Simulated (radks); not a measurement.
Species: Dy3+. Configuration: [Xe] 4f9.

Calculated with a radial shooting solver on a logarithmic mesh with Libxc functionals: Dirac Kohn-Sham, PBE, spin-unpolarised, spherical densities, finite nucleus; open shells fill j = l - 1/2 first; Fermi nuclear charge, rms radius 5.2218 fm.

Energy parts (Ry):
part                       energy
total                 -24331.2380
kinetic                26685.7338
electron-nucleus      -59845.9109
Hartree                 9355.8253
exchange-correlation    -526.8862

Orbitals (lengths in bohr, moments of r in powers of bohr; r(90%) holds 90 % of the orbital's charge):
orbital  occ.  eigenvalue (Ry)  r(90%)
1s1/2       2        -3941.173  0.0382
2s1/2       2        -657.9449   0.139
2p1/2       2        -625.9040   0.123
2p3/2       4        -567.0936   0.132
3s1/2       2        -148.3360   0.344
3p1/2       2        -134.3476   0.336
3p3/2       4        -122.1359   0.355
3d3/2       4        -98.07554   0.327
3d5/2       6        -95.40937   0.333
4s1/2       2        -31.26405   0.761
4p1/2       2        -25.74149   0.786
4p3/2       4        -23.00509   0.829
4d3/2       4        -13.90416   0.904
4d5/2       6        -13.40713   0.920
5s1/2       2         -5.74214    1.83
5p1/2       2         -4.20503    2.07
5p3/2       4         -3.82610    2.20
4f5/2       6         -2.57448    1.37
4f7/2       3         -2.50507    1.39

The highest occupied level is 4f7/2 at -34.083 eV. The electron density at the nucleus is 7.403e+05 e/bohr^3. The density falls to 0.001 e/bohr^3 at r = 3.19 bohr.
